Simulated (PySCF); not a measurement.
# Adding and removing an electron: SiAs

ωB97M-V; Si def2-TZVPPD, As def2-TZVPPD; no relativity (PySCF 2.14). Neutral (UKS): doublet (π ↑), Re = 2.154 Å, ωe = 532 cm⁻¹, De = 3.45 eV, HOMO -8.44 eV, LUMO -2.57 eV.

SiAs⁻ (UKS): singlet (closed shell), Re = 2.078 Å, ωe = 592 cm⁻¹. The energies at the minima are -2525.16681 hartree for SiAs and -2525.26261 for SiAs⁻.

Q: Work out the adiabatic electron affinity, without and with harmonic zero-point energies (1 hartree = 27.2114 eV, 1 eV = 8065.5 cm⁻¹), and the change of the bond length.

A: At ωB97M-V: 0.09580 hartree = 2.607 eV between the minima; the zero-point term (532.0 − 592.0)/2 cm⁻¹ = -0.004 eV makes it 2.603 eV. Re changes by -7.6 pm against the neutral. The electron enters a π orbital, and the shorter bond of the ion fits a bonding orbital, or a change in how ionic the bond is.

States were picked by a PBE0 search and need not be the measured ground states.
